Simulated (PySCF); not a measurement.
# Polarisability and C₆ of Sc (scandium, neutral)

[Ar] 3d1 4s2, 2D determinant. All numbers are calculated (PySCF 2.14, scalar relativity by spin-free X2C-1e, in aug-cc-pVDZ-DK). Coupled (time-dependent) response in atomic units; α is the mean over directions. A double-zeta set is small for polarisabilities.

```
method  mean α (bohr³)         α xx, yy, zz  C₆ (like pair)  S(−4)
 wB97X           121.2  119.4, 119.4, 124.9            1505   7108
  TPSS           135.0  129.8, 129.8, 145.2            1696  10430
```

S(−4) is the Cauchy moment in α(ω) = α(0) + S(−4) ω² + …

Reference α: 97 ± 10 bohr³ (recommended; Schwerdtfeger and Nagle, table of static dipole polarizabilities (2023 update)). Published C₆: 1383 (Chu and Dalgarno (2004); Tang, Norbeck and Certain (1976)).

α(iu) at wB97X:

```json
{"u (hartree)": "0", "α(iu) (bohr³)": "121.2"}
{"u (hartree)": "0.0500", "α(iu) (bohr³)": "105.8"}
{"u (hartree)": "0.100", "α(iu) (bohr³)": "77.18"}
{"u (hartree)": "0.200", "α(iu) (bohr³)": "38.51"}
{"u (hartree)": "0.300", "α(iu) (bohr³)": "22.12"}
{"u (hartree)": "0.500", "α(iu) (bohr³)": "10.53"}
{"u (hartree)": "0.750", "α(iu) (bohr³)": "5.952"}
{"u (hartree)": "1.00", "α(iu) (bohr³)": "4.017"}
{"u (hartree)": "1.50", "α(iu) (bohr³)": "2.275"}
{"u (hartree)": "2.00", "α(iu) (bohr³)": "1.473"}
{"u (hartree)": "3.00", "α(iu) (bohr³)": "0.7541"}
{"u (hartree)": "5.00", "α(iu) (bohr³)": "0.3009"}
```

The components differ because the open shell of this determinant is not spherical; for a pure term their mean is the scalar polarisability.
